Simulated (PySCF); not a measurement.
**BaCl: a composite coupled-cluster calculation**

State: ²Σ⁺, doublet, unpaired electrons σ ↑. De refers to Ba + Cl. ROHF-based CCSD(T) in PySCF 2.14 with Ba cc-pwCVDZ-X2C, Cl aug-cc-pVDZ-DK and Ba cc-pwCVTZ-X2C, Cl aug-cc-pVTZ-DK (frozen core orbitals: 28; spin-free X2C with a Gaussian nucleus). Correlation energies are extrapolated as n⁻³ (n = 2, 3), Hartree–Fock as (n+1)·exp(−9√n).

```tsv
Level	Re (Å)	ωe (cm⁻¹)	ωexe (cm⁻¹)	αe (cm⁻¹)	De (eV)
CCSD(T)/DZ	2.7974	257.8	0.783	0.000324	4.163
CCSD(T)/TZ	2.7260	271.3	0.787	0.000326	4.458
HF/CBS	2.7772	260.2	0.758	0.000316	4.150
MP2/CBS	2.6976	278.0	0.801	0.000331	4.721
CCSD/CBS	2.7146	274.3	0.786	0.000325	4.513
CCSD(T)/CBS	2.7081	275.7	0.789	0.000327	4.561
```

Question: How much is left between CCSD(T)/TZ and the basis-set limit, and how much do the triples give at the limit?

Answer: CCSD(T)/CBS less CCSD(T)/TZ: -17.9 mÅ in Re, +4.4 cm⁻¹ in ωe and +0.103 eV in De. CCSD(T)/CBS less CCSD/CBS: -6.5 mÅ in Re, +1.4 cm⁻¹ in ωe and +0.048 eV in De.

The T1 diagnostic is 0.018. The state was picked by a PBE0 search and need not be the measured ground state. Spin–orbit coupling, excitations beyond (T) and corrections to the Born–Oppenheimer picture are left out, and spin–orbit coupling matters for open p, d or f shells this heavy.

The whole job (state search and all basis sets along the bond) took about 17 min on 4 threads of Arm Neoverse V1 (shared host), peak memory 11 GiB.
